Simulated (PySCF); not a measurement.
Compound: H8N2SSi2.
SMILES with atom numbers: `[NH2:1][SiH:2]([NH2:3])[SiH2:4][SH:5]` (hydrogens: H6, H7 on N1; H8 on Si2; H9, H10 on N3; H11, H12 on Si4; H13 on S5)

Computed by this run: PBE0-D3(BJ)/def2-SVP geometry optimisation, gas phase (PySCF 2.14.0); density fitting, grid level 1; the optimiser is geomeTRIC in internal coordinates, started from a GFN2-xTB structure with every atom displaced at random (about 0.01 Å).

Geometry at step 1:
```
atom  x, y, z in Å
N1     -1.4476    1.1632    0.8648
Si2    -0.5519   -0.2374    0.3392
N3     -1.3034   -1.1399   -0.9250
Si4     1.4936    0.5830   -0.4664
S5      3.0439   -0.9263   -0.4576
H6     -2.3780    1.0294    1.2409
H7     -0.9573    1.8735    1.3987
H8     -0.2779   -1.2344    1.4375
H9     -1.3823   -0.7205   -1.8512
H10    -2.1066   -1.7301   -0.7225
H11     1.3539    0.9863   -1.9041
H12     1.8647    1.8183    0.3047
H13     2.6536   -1.4821    0.7212
```

Task: What forces act on the atoms?

Result: 
```
atom  Fx (eV/Å)  Fy (eV/Å)  Fz (eV/Å)
  N1      0.191     -0.072     -0.121
 Si2      0.152     -0.057      0.125
  N3     -0.168      0.044     -0.178
 Si4     -0.097      0.057     -0.062
  S5     -0.179     -0.013      0.230
  H6     -0.155      0.007      0.056
  H7      0.009      0.031     -0.001
  H8     -0.085      0.024     -0.065
  H9     -0.037     -0.099      0.240
 H10      0.145      0.019     -0.065
 H11      0.055      0.003      0.066
 H12      0.102     -0.049     -0.026
 H13      0.066      0.104     -0.200
```

The largest, 0.29 eV/Å, acts on S5; the rms over all components is 0.110 eV/Å. The forces sum to zero within rounding, as they must for an isolated molecule in no field.

Task: Give the force on S5 in Eh/bohr and in nN.

Result: 0.292 eV/Å ÷ 51.422 = 0.00568 Eh/bohr, and 0.292 eV/Å × 1.602 = 0.47 nN.

Task: How far is this geometry from the end of the optimisation?

Result: 0.092 eV above it, and 0.379 Å rms away after alignment. The bonds farthest from their final lengths, with half the difference of the two atoms' forces along the bond (positive lengthens):

```json
{"bond": "N1–Si2", "now (Å)": "1.744", "final (Å)": "1.725", "force along bond (eV/Å)": "-0.05"}
{"bond": "S5–H13", "now (Å)": "1.360", "final (Å)": "1.352", "force along bond (eV/Å)": "-0.25"}
{"bond": "Si2–Si4", "now (Å)": "2.347", "final (Å)": "2.352", "force along bond (eV/Å)": "-0.06"}
{"bond": "N3–H9", "now (Å)": "1.020", "final (Å)": "1.015", "force along bond (eV/Å)": "-0.22"}
{"bond": "Si4–H11", "now (Å)": "1.500", "final (Å)": "1.496", "force along bond (eV/Å)": "-0.08"}
{"bond": "N3–H10", "now (Å)": "1.017", "final (Å)": "1.014", "force along bond (eV/Å)": "-0.10"}
```

The angle farthest from its final value is N1–Si2–N3, 114.7° against 107.7°.

The cost below is that of the whole optimisation. Time: 2.7 min of wall time; peak memory 0.52 GiB. Hardware: one thread of an Arm Neoverse N1, no GPU (shared host).
